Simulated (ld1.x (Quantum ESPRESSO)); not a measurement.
## An all-electron radial function and its pseudo partner (fluorine (F))

Columns: radius, all-electron u(r) and pseudo u(r) of the 2s shell (level -47.07 eV) of fluorine in the configuration [He] 2s2 2p4; LDA (PZ), scalar-relativistic, ultrasoft scheme, ld1.x (Quantum ESPRESSO) 7.5.

| r (bohr) | all-electron | pseudo |
| --- | --- | --- |
| 0.050 | 0.3964 | -0.1233 |
| 0.100 | 0.4663 | -0.2445 |
| 0.150 | 0.3655 | -0.3616 |
| 0.200 | 0.1842 | -0.4727 |
| 0.250 | -0.0253 | -0.5762 |
| 0.300 | -0.2332 | -0.6707 |
| 0.350 | -0.4236 | -0.7553 |
| 0.400 | -0.5887 | -0.8293 |
| 0.450 | -0.7260 | -0.8923 |
| 0.500 | -0.8354 | -0.9442 |
| 0.550 | -0.9189 | -0.9853 |
| 0.600 | -0.9789 | -1.0160 |
| 0.650 | -1.0184 | -1.0366 |
| 0.700 | -1.0406 | -1.0478 |
| 0.750 | -1.0481 | -1.0500 |
| 0.800 | -1.0435 | -1.0437 |
| 0.850 | -1.0292 | -1.0292 |
| 0.900 | -1.0072 | -1.0072 |
| 0.950 | -0.9792 | -0.9792 |
| 1.000 | -0.9467 | -0.9467 |
| 1.050 | -0.9108 | -0.9108 |
| 1.100 | -0.8727 | -0.8727 |
| 1.150 | -0.8332 | -0.8332 |
| 1.200 | -0.7930 | -0.7930 |
| 1.250 | -0.7526 | -0.7526 |
| 1.300 | -0.7124 | -0.7124 |

How many radial nodes do the two functions have?

The all-electron 2s function has n − l − 1 = 1; the pseudo-wave has 0, since the states of the same l below it are removed with the core.

At about which radius was the pseudo-wave matched?

0.85 bohr, where the columns begin to agree (steps of 0.05 bohr).

Is the pseudo-wave norm-conserving?

No, it belongs to an ultrasoft set: the norm inside the radius is not constrained, and the difference is carried by the augmentation charge.
